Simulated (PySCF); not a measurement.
Deuteron quadrupole couplings in `C=Cc1cc(S[SiH2]N)n[nH]1`

C₅H₉N₃SSi.
Structure used (GFN2-xTB), in Å, numbered top down from 1:
```
atom  x, y, z in Å
C1    -4.076    0.372   -0.375
C2    -3.153   -0.581   -0.303
C3    -1.734   -0.371   -0.169
C4    -0.706   -1.301   -0.136
C5     0.465   -0.542    0.004
S6     2.104   -1.082    0.108
Si7    2.933    0.912    0.301
N8     4.589    0.550    0.569
N9     0.187    0.754    0.057
N10   -1.142    0.844   -0.050
H11   -5.119    0.133   -0.477
H12   -3.834    1.422   -0.339
H13   -3.443   -1.622   -0.351
H14   -0.778   -2.366   -0.202
H15    2.408    1.530    1.506
H16    2.605    1.619   -0.934
H17    5.007   -0.273    0.167
H18    5.261    1.295    0.645
H19   -1.585    1.747   -0.029
```

Level: PBE0/pcSseg-1 (PySCF, non-relativistic); Q(2H) = 0.00286 b; rigid geometry, the same for H and D, with no vibrational averaging.

Question: Rank these positions by the coupling χzz of a deuteron there, largest first.
A. H19 (N–H hydrogen)
B. H17 (N–H hydrogen)
C. H13 (vinylic hydrogen)
D. H16 (Si–H hydrogen)
E. H15 (Si–H hydrogen)
F. H12 (vinylic hydrogen)

Answer: B (289 kHz), A (273 kHz), F (227 kHz), C (216 kHz), E (114 kHz), D (110 kHz).

Tabulate Vzz, the asymmetry η and χzz = 234.96 MHz × Q × Vzz for every hydrogen position.

```json
{"atom": "H11", "bonded to": "C1", "bond length (Å)": "1.076", "Vzz (au)": "0.3390", "η": "0.06", "χzz (kHz)": "228"}
{"atom": "H12", "bonded to": "C1", "bond length (Å)": "1.077", "Vzz (au)": "0.3382", "η": "0.08", "χzz (kHz)": "227"}
{"atom": "H13", "bonded to": "C2", "bond length (Å)": "1.081", "Vzz (au)": "0.3220", "η": "0.07", "χzz (kHz)": "216"}
{"atom": "H14", "bonded to": "C4", "bond length (Å)": "1.069", "Vzz (au)": "0.3523", "η": "0.08", "χzz (kHz)": "237"}
{"atom": "H15", "bonded to": "Si7", "bond length (Å)": "1.452", "Vzz (au)": "0.1699", "η": "0.04", "χzz (kHz)": "114"}
{"atom": "H16", "bonded to": "Si7", "bond length (Å)": "1.460", "Vzz (au)": "0.1633", "η": "0.03", "χzz (kHz)": "110"}
{"atom": "H17", "bonded to": "N8", "bond length (Å)": "1.007", "Vzz (au)": "0.4298", "η": "0.18", "χzz (kHz)": "289"}
{"atom": "H18", "bonded to": "N8", "bond length (Å)": "1.005", "Vzz (au)": "0.4371", "η": "0.18", "χzz (kHz)": "294"}
{"atom": "H19", "bonded to": "N10", "bond length (Å)": "1.006", "Vzz (au)": "0.4059", "η": "0.17", "χzz (kHz)": "273"}
```

Average by the element that carries the hydrogen.

on C: 227 kHz over 4 positions, mean bond length 1.076 Å; on Si: 112 kHz over 2 positions, mean bond length 1.456 Å; on N: 285 kHz over 3 positions, mean bond length 1.006 Å.

Give the 2H NMR doublet splittings at H11 for a magnetic field along the z, y and x axes of the gradient: 3χ/2, 3χ(1 + η)/4, 3χ(1 − η)/4.

With |χ| = 227.8 kHz and η = 0.058: 342, 181 and 161 kHz, to first order and without motion.

Isolated species at its GFN2-xTB geometry (one conformer only). GFN2-xTB bond lengths can be off by several hundredths of an ångström, more for odd bonds, and the gradients follow them. The basis is small and wasn't made for field gradients, so the couplings can be 20 % off.
